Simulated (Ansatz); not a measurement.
`CN[SiH](C)N` → `C[SiH](N)CN`  (isomerisation)

Isolated molecules relaxed with PBE0-D4/def2-TZVP in Ansatz; ΔE leaves out vibrations. CBS: MP2 limit from def2 TZ/QZ plus the TZ coupled-cluster correction, frozen cores. DFT in def2-TZVPP. B3LYP here is the variant with VWN-RPA as its local correlation; programs differ in this. Each species was taken in one conformer, which may not be the lowest.

```
             level  ΔE (kcal/mol)
          B3LYP-D4           17.6
               PBE           15.6
              PBE0           16.3
     HF/def2-TZVPP           19.7
SCS-MP2/def2-TZVPP           18.0
SCS-MP2/def2-QZVPP           18.2
      HF/CBS(def2)           19.9
    CCSD/CBS(def2)           17.7
```

(1) What does CCSD(T)/CBS give? (An estimate is asked.)

Largest T1 diagnostic among the species: 0.010.

Answers

(1) Computed: +17.3 kcal/mol. The listed levels differ from it by 0.3, -1.7, -1.0, 2.4, 0.7, 0.9, 2.6, 0.4 kcal/mol.

In def2-TZVPP, CCSD(T) changes the Hartree–Fock value by −2.5 kcal/mol (the triples alone add −0.3 kcal/mol) and MP2 by −2.0 kcal/mol.
